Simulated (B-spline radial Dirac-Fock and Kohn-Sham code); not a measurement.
**Satellites and hypersatellites of the K lines of Pm¹⁴⁺**

System: the Pm¹⁴⁺ ion, configuration [Kr] 4d10 5s1.

The run's input, task.json:

```json
{"items": [{
  "Z": 61,
  "q": 14,
  "cfg": [[1, 0, 2], [2, 0, 2], [2, 1, 6], [3, 0, 2], [3, 1, 6], [3, 2, 10], [4, 0, 2], [4, 1, 6], [4, 2, 10], [5, 0, 1]],
  "A": 145,
  "rrms": 4.962,
  "do": ["binding", "quiet", "double"]
}]}
```

Command: `python xray_run.py task.json out`

Method: ΔSCF Dirac-Fock with Breit, self-energy and vacuum polarisation, finite nucleus, configuration average. Computed with a radial atomic solver. Each two-hole energy is an average over J within one jj subconfiguration, not an observable level; in light atoms, where LS coupling holds, the j-resolved values are not observed lines, and for a K spectator the Kα1 hypersatellite is nearly forbidden. Electron correlation is not included.

Lines without a spectator: Kα2 (K-L2) 38168.4 eV, Kα1 (K-L3) 38721.7 eV, Kβ3 (K-M2) 43705.7 eV, Kβ1 (K-M3) 43819.2 eV. Shifts in eV with one spectator hole (a dash: not computed, or left out as unreliable):

```
spectator hole     Kα2     Kα1     Kβ3     Kβ1
        K (1s)  +745.8  +782.6  +959.0  +967.3
    L2 (2p1/2)   +88.0  +114.0       –  +231.6
    L3 (2p3/2)   +77.3   +80.4  +192.0       –
    M2 (3p1/2)       –  +15.61   +33.6   +40.1
    M3 (3p3/2)  +10.12       –   +31.8   +31.6
    M4 (3d3/2)   +2.77   -0.50       –       –
    M5 (3d5/2)   -1.49   +1.34       –       –
```
